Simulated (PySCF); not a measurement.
Computed IR spectrum (relative IR intensity) of a molecule CH₁₂N₂Si₃. Geometry: PBE-D3(BJ)/def2-SVP. The values are those of a single conformer. Computed with PBE-D3(BJ)/def2-SVP in PySCF. Frequencies are harmonic and unscaled.

Lines under 2 % of the strongest are left out, and lines within 2 cm⁻¹ are merged.

ν (cm⁻¹): 189 (w), 236 (w), 253 (vw), 298 (m), 325 (vw), 382 (w), 403 (m), 458 (vs), 487 (m), 642 (m), 652 (m), 671 (m), 727 (vw), 793 (w), 818 (w), 835 (vs), 846 (vs), 875 (w), 888 (m), 905 (m), 910 (m), 1213 (w), 1380 (vw), 1493 (m), 1497 (m), 2115 (m), 2130 (m), 2138 (m), 2150 (s), 2157 (s), 3068 (vw), 3465 (w), 3471 (w), 3560 (w), 3573 (w) (against the strongest line: vs over 80 %, s over 45 %, m over 15 %, w over 4 %, vw less)

### Question
Pick the molecule that these values belong to.
(A) CN([SiH2]N)[SiH2][SiH3]
(B) CN[Si](N)([SiH3])[SiH3]
(C) CN([SiH3])[SiH2][SiH2]N
(D) C[Si](N)(N)[SiH2][SiH3]

### Answer
D, C[Si](N)(N)[SiH2][SiH3]
